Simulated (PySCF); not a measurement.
A homologous series of growing length: n-germane amino/cyano. Isolated molecules, 0 K electronic values unless said otherwise. One relaxed conformer stands for each flexible species; it need not be the lowest. Strings in code marks are SMILES.

The HOMO–LUMO gap from two functionals at the same geometries (PBE0-D3(BJ)/def2-SVP), both in PySCF: PBE-D3(BJ)/def2-TZVP and PBE0-D4/def2-TZVP. 

| species | PBE-D3(BJ)/def2-TZVP (eV) |
|---|---|
| n = 1 (`N#[C][GeH2][NH2]`) | 5.00 |
| n = 2 (`[C]([GeH2][GeH2][NH2])#N`) | 4.94 |
| n = 4 (`N#[C][GeH2][GeH2][GeH2][GeH2][NH2]`) | 4.35 |
| n = 5 (`N#[C][GeH2][GeH2][GeH2][GeH2][GeH2][NH2]`) | 4.17 |

### Question
What does PBE0-D4/def2-TZVP give for each?

### Answer

- n = 1 (`N#[C][GeH2][NH2]`): 7.39
- n = 2 (`[C]([GeH2][GeH2][NH2])#N`): 7.16
- n = 4 (`N#[C][GeH2][GeH2][GeH2][GeH2][NH2]`): 6.51
- n = 5 (`N#[C][GeH2][GeH2][GeH2][GeH2][GeH2][NH2]`): 6.27
Over these rows, drawn at random from the members with no instability flagged (it was tested for open shells, ions and some series alone), PBE minus PBE0-D4: mean -2.22 eV, from -2.39 eV to -2.10 eV.
